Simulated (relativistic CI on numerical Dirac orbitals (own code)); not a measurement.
# Hg3+: 5p photoemission

Computed with this model: Dirac-Coulomb-Breit CI, separate exchange-only KLI orbitals for each configuration, model QED (radiative potential, 1s self-energy scaled to tabulated hydrogen-like ionisation energies), valence Slater integrals scaled by 0.8, multiplet model of photoemission in the sudden approximation; configurations [Xe] 4f14 5d9 → [Kr] 4d10 4f14 5s2 5p5 5d9; 300 K; Lorentzian 1.5 eV and Gaussian 0.6 eV FWHM. Energies are those of the free ion, without screening or charge transfer. The energies are binding energies and can lie tens of eV above those of solids. S is read from ⟨S²⟩ = S(S + 1).

Field parameters in Wybourne normalisation: D4h B²₀ = −7Ds, B⁴₀ = 21(Dq − Dt), B⁴₄ = 21√(5/14) Dq; Oh B⁴₀ = 21Dq, B⁴₄ = √(5/14) B⁴₀; Td as Oh with Dq negative (B⁴₀ = 21Dq, B⁴₄ = √(5/14) B⁴₀). The field is a parameter set, without covalency.

free ion: ground-state S = 0.50, centroid 114.55 eV. Peaks (eV, height): 105.8 (100), 108.6 (56), 110.0 (39), 112.2 (53), 127.4 (64), 128.4 (75).

Td, 10Dq = -9300 cm⁻¹: ground-state S = 0.50, centroid 114.55 eV. Peaks (eV, height): 106.0 (100), 108.6 (37), 111.0 (36), 112.2 (41), 127.6 (66).

D4h, 10Dq = 41150, Ds = -360, Dt = 340 cm⁻¹: ground-state S = 0.50, centroid 114.60 eV. Peaks (eV, height): 106.8 (100), 111.4 (38), 115.2 (8), 126.6 (51), 128.6 (38).

Oh, 10Dq = 29200 cm⁻¹: ground-state S = 0.50, centroid 114.59 eV. Peaks (eV, height): 106.6 (100), 111.4 (40), 126.6 (52), 128.6 (41).

Strongest unbroadened transitions for D4h, 10Dq = 41150, Ds = -360, Dt = 340 cm⁻¹:

| Energy (eV) | Relative strength |
| --- | --- |
| 106.20 | 32.6 |
| 106.41 | 36.3 |
| 106.43 | 34.3 |
| 106.46 | 65.3 |
| 106.66 | 32.5 |
| 106.70 | 32.9 |
| 107.05 | 36.5 |
| 107.08 | 98.7 |
| 107.54 | 41.6 |
| 107.55 | 27.8 |
| 107.57 | 44.7 |
| 108.13 | 32.8 |
| 111.33 | 90.9 |
| 126.32 | 90.8 |
| 126.70 | 61.2 |
| 126.71 | 34.2 |
| 126.73 | 31.6 |
| 128.70 | 100.0 |
